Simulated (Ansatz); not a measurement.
Reaction (formal exchange of groups at a C–N bond): `CN1B[SiH2]1` + `CBOC` → `CBOCC` + `B1N[SiH2]1`

Computed with Ansatz on PBE0-D4/def2-TZVP structures; ΔE is electronic, products minus reactants. CCSD(T)/CBS is the MP2 limit (def2-TZVPP, def2-QZVPP) plus CCSD(T) − MP2 in def2-TZVPP, frozen cores. DFT in def2-TZVPP. HSE06 is defined as in plane-wave codes. One conformer a species, not always the lowest.

(1) Is it downhill or uphill in electronic energy at CCSD(T)/CBS, and by how much? (Estimate.)

(2) What do these levels give: LDA (SPW92), B97M-V, revPBE, BLYP, HSE06, CCSD/def2-TZVPP? (Estimate.)

Largest T1 diagnostic among the species: 0.014.

Results:

(1) The calculation gave: Downhill: ΔE = -0.35 eV.

(2) Ansatz gave: LDA (SPW92) -0.32, B97M-V -0.35, revPBE -0.27, BLYP -0.27, HSE06 -0.31, CCSD/def2-TZVPP -0.34 eV.

At CCSD(T), def2-SVP lies +0.05 eV from the extrapolated value and def2-TZVPP +0.01 eV. From BLYP to BHLYP (50 % exact exchange), in def2-TZVPP and without D4, ΔE moves by −0.06 eV.
